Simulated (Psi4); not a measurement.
Relaxed torsion scan: SMILES C(F)CF (C2H4F2). Scanned: dihedral F1–C2–C3–F4; all other coordinates were relaxed at GFN2-xTB. Points at φ and −φ are mirror images. Heavy atoms are numbered in the order of the SMILES FCCF, hydrogens after them in the order of the atoms that carry them; the mirror image has the same energies with the sign of each dihedral reversed.

Levels: PBE/def2-TZVP // GFN2-xTB (Psi4); PBE-D3(BJ)/def2-TZVP // GFN2-xTB (Psi4); B3LYP/def2-TZVP // GFN2-xTB (Psi4); MP2/cc-pVTZ = DF-MP2 (frozen core)/cc-pVTZ // GFN2-xTB (Psi4).

Energies relative to the lowest point of each profile, in kcal/mol; the last columns give the difference from MP2:

```json
[
 {"φ / °": "-150", "PBE/def2-TZVP": "1.8", "PBE-D3(BJ)/def2-TZVP": "1.9", "B3LYP/def2-TZVP": "1.6", "MP2/cc-pVTZ": "1.6", "PBE/def2-TZVP − MP2/cc-pVTZ": "0.2", "PBE-D3(BJ)/def2-TZVP − MP2/cc-pVTZ": "0.2", "B3LYP/def2-TZVP − MP2/cc-pVTZ": "-0.1"},
 {"φ / °": "-120", "PBE/def2-TZVP": "2.5", "PBE-D3(BJ)/def2-TZVP": "2.5", "B3LYP/def2-TZVP": "2.4", "MP2/cc-pVTZ": "2.7", "PBE/def2-TZVP − MP2/cc-pVTZ": "-0.2", "PBE-D3(BJ)/def2-TZVP − MP2/cc-pVTZ": "-0.2", "B3LYP/def2-TZVP − MP2/cc-pVTZ": "-0.3"},
 {"φ / °": "-90", "PBE/def2-TZVP": "0.5", "PBE-D3(BJ)/def2-TZVP": "0.5", "B3LYP/def2-TZVP": "0.4", "MP2/cc-pVTZ": "0.6", "PBE/def2-TZVP − MP2/cc-pVTZ": "-0.1", "PBE-D3(BJ)/def2-TZVP − MP2/cc-pVTZ": "-0.1", "B3LYP/def2-TZVP − MP2/cc-pVTZ": "-0.2"},
 {"φ / °": "-60", "PBE/def2-TZVP": "0.0", "PBE-D3(BJ)/def2-TZVP": "0.0", "B3LYP/def2-TZVP": "0.0", "MP2/cc-pVTZ": "0.0", "PBE/def2-TZVP − MP2/cc-pVTZ": "0.0", "PBE-D3(BJ)/def2-TZVP − MP2/cc-pVTZ": "0.0", "B3LYP/def2-TZVP − MP2/cc-pVTZ": "0.0"},
 {"φ / °": "-30", "PBE/def2-TZVP": "4.1", "PBE-D3(BJ)/def2-TZVP": "4.1", "B3LYP/def2-TZVP": "4.0", "MP2/cc-pVTZ": "4.2", "PBE/def2-TZVP − MP2/cc-pVTZ": "-0.1", "PBE-D3(BJ)/def2-TZVP − MP2/cc-pVTZ": "-0.1", "B3LYP/def2-TZVP − MP2/cc-pVTZ": "-0.1"},
 {"φ / °": "0", "PBE/def2-TZVP": "7.2", "PBE-D3(BJ)/def2-TZVP": "7.2", "B3LYP/def2-TZVP": "7.2", "MP2/cc-pVTZ": "7.5", "PBE/def2-TZVP − MP2/cc-pVTZ": "-0.2", "PBE-D3(BJ)/def2-TZVP − MP2/cc-pVTZ": "-0.2", "B3LYP/def2-TZVP − MP2/cc-pVTZ": "-0.3"},
 {"φ / °": "30", "PBE/def2-TZVP": "4.1", "PBE-D3(BJ)/def2-TZVP": "4.1", "B3LYP/def2-TZVP": "4.0", "MP2/cc-pVTZ": "4.2", "PBE/def2-TZVP − MP2/cc-pVTZ": "-0.1", "PBE-D3(BJ)/def2-TZVP − MP2/cc-pVTZ": "-0.1", "B3LYP/def2-TZVP − MP2/cc-pVTZ": "-0.1"},
 {"φ / °": "60", "PBE/def2-TZVP": "0.0", "PBE-D3(BJ)/def2-TZVP": "0.0", "B3LYP/def2-TZVP": "0.0", "MP2/cc-pVTZ": "0.0", "PBE/def2-TZVP − MP2/cc-pVTZ": "0.0", "PBE-D3(BJ)/def2-TZVP − MP2/cc-pVTZ": "0.0", "B3LYP/def2-TZVP − MP2/cc-pVTZ": "0.0"},
 {"φ / °": "90", "PBE/def2-TZVP": "0.5", "PBE-D3(BJ)/def2-TZVP": "0.5", "B3LYP/def2-TZVP": "0.4", "MP2/cc-pVTZ": "0.6", "PBE/def2-TZVP − MP2/cc-pVTZ": "-0.1", "PBE-D3(BJ)/def2-TZVP − MP2/cc-pVTZ": "-0.1", "B3LYP/def2-TZVP − MP2/cc-pVTZ": "-0.2"},
 {"φ / °": "120", "PBE/def2-TZVP": "2.5", "PBE-D3(BJ)/def2-TZVP": "2.5", "B3LYP/def2-TZVP": "2.4", "MP2/cc-pVTZ": "2.7", "PBE/def2-TZVP − MP2/cc-pVTZ": "-0.2", "PBE-D3(BJ)/def2-TZVP − MP2/cc-pVTZ": "-0.2", "B3LYP/def2-TZVP − MP2/cc-pVTZ": "-0.3"},
 {"φ / °": "150", "PBE/def2-TZVP": "1.8", "PBE-D3(BJ)/def2-TZVP": "1.9", "B3LYP/def2-TZVP": "1.6", "MP2/cc-pVTZ": "1.6", "PBE/def2-TZVP − MP2/cc-pVTZ": "0.2", "PBE-D3(BJ)/def2-TZVP − MP2/cc-pVTZ": "0.2", "B3LYP/def2-TZVP − MP2/cc-pVTZ": "-0.1"},
 {"φ / °": "180", "PBE/def2-TZVP": "0.9", "PBE-D3(BJ)/def2-TZVP": "0.9", "B3LYP/def2-TZVP": "0.5", "MP2/cc-pVTZ": "0.4", "PBE/def2-TZVP − MP2/cc-pVTZ": "0.5", "PBE-D3(BJ)/def2-TZVP − MP2/cc-pVTZ": "0.5", "B3LYP/def2-TZVP − MP2/cc-pVTZ": "0.1"}
]
```

PBE/def2-TZVP is furthest from MP2/cc-pVTZ at 180 (0.5 kcal/mol, above); its mean absolute difference over the points is 0.2 kcal/mol.

PBE-D3(BJ)/def2-TZVP is furthest from MP2/cc-pVTZ at 180 (0.5 kcal/mol, above); its mean absolute difference over the points is 0.2 kcal/mol.

B3LYP/def2-TZVP is furthest from MP2/cc-pVTZ at -120 (-0.3 kcal/mol, below); its mean absolute difference over the points is 0.1 kcal/mol.
